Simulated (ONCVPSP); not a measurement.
**Pseudopotential generation for iron: ONCV, LDA (Perdew-Wang 92), fully relativistic.**

| Quantity | Value |
| --- | --- |
| Element | Fe (Z = 26) |
| Generator | ONCVPSP 4.0.1 |
| Type | optimised norm-conserving Vanderbilt (ONCV) |
| Functional | LDA (Perdew-Wang 92) |
| Relativity | fully relativistic |
| Frozen core | [Ne] |
| Valence charge | 16 |
| Reference configuration | 3s2 3p6 3d6 4s2 |
| Partial waves | 3s+4s: rc 1.60 bohr, ncon 3, nbas 7, qcut 5.8 1/bohr, 2 projectors; 3p: rc 1.25 bohr, ncon 3, nbas 8, qcut 14.1 1/bohr, 2 projectors, debl 2.7 Ha; 3d: rc 1.55 bohr, ncon 3, nbas 8, qcut 9.1 1/bohr, 2 projectors, debl 0.8 Ha |
| Local potential | polynomial inside 1.20 bohr (lpopt 4, dvloc0 0 Ha) |
| Core correction | none |

Open shells are filled in proportion to 2j + 1.

Results:

```json
{
 "Cutoffs needed": "35 Ha and 52 Ha (the cutoffs (Ha) at which the residual kinetic energy of the hardest occupied pseudo-wave falls to 1 and 0.1 mHa per electron)",
 "Ghost test": "no bound ghost flagged; no localised positive-energy state flagged",
 "Largest excitation error": "-143 meV (all-electron minus pseudo) for 3s2 3p5 3d6 4s2, out of 4 test configurations"
}
```

Generation and tests took about 6 s on one core of a shared server CPU.
